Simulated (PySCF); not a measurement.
# Peak assignment

Bonds (- single, = double, # triple, : aromatic): O1=C2 1.206 Å, C2-C3 1.475 Å, C3:C4 1.395 Å, C4:C5 1.380 Å, C5:C6 1.391 Å, C6:C7 1.385 Å, C7:C8 1.381 Å, C8-F9 1.337 Å, C8:C3 1.390 Å. C2 carries H10; C4 carries H11; C5 carries H12; C6 carries H13; C7 carries H14.

PySCF calculation with geometry from PBE0-D3(BJ)/def2-TZVP and NMR shieldings at B97-2/pcSseg-2/GIAO; relativity neglected, in vacuum, a single conformation.

Referencing at the same level of theory: 13C and 1H vs TMS.

Question: Assign these signals to the numbered atoms. 13C{1H} NMR (computed): δ 192.4, 176.6, 143.4, 136.8, 130.2, 130.0, 122.1.

Answer: 
192.4 → C2, aldehyde carbonyl carbon: the double bond to the heteroatom, with no lone-pair donor beside it, deshields it most
176.6 → C8, aromatic carbon bearing fluorine: σ withdrawal by the attached heteroatom moves it downfield of the ring CH carbons
143.4 → C6, aromatic CH
136.8 → C4, aromatic CH: the aromatic region
130.2 → C3, substituted aromatic carbon
130.0 → C5, aromatic CH: the aromatic region
122.1 → C7, aromatic CH

C3 and C5 lie closer than the usual error of such a calculation, so a measured spectrum could show them in the other order.

Question: Assign these signals to the numbered atoms. 1H NMR (400 MHz, computed): δ 10.84 (m, 1H), 8.43 (m, 1H), 7.81 (m, 1H), 7.47 (m, 1H), 7.35 (m, 1H).

Answer: 
10.84 → H10, hydrogen on an aldehyde carbonyl carbon: deshielded by the polar, anisotropic C=O bond
8.43 → H11, hydrogen on an aromatic CH: ring current plus the deshielding of an ortho carbonyl group
7.81 → H13, hydrogen on an aromatic CH
7.47 → H12, hydrogen on an aromatic CH
7.35 → H14, hydrogen on an aromatic CH

Splittings by 19F in the carbon and heteronuclear signals aren't shown, as no couplings were computed. Shifts are as computed. Against solution values, carbons near 30 ppm lie about +3 ppm off and those near 130 ppm about +7 ppm. Of 1309 compounds with measured shifts, 239 miss one by over three times the rms of a fit or turn the order of signals round; such compounds aren't used in these exercises. Multiplicities follow the n + 1 count of equivalent neighbours, as no J values were calculated; m marks all less simple cases, F and P coupling included.
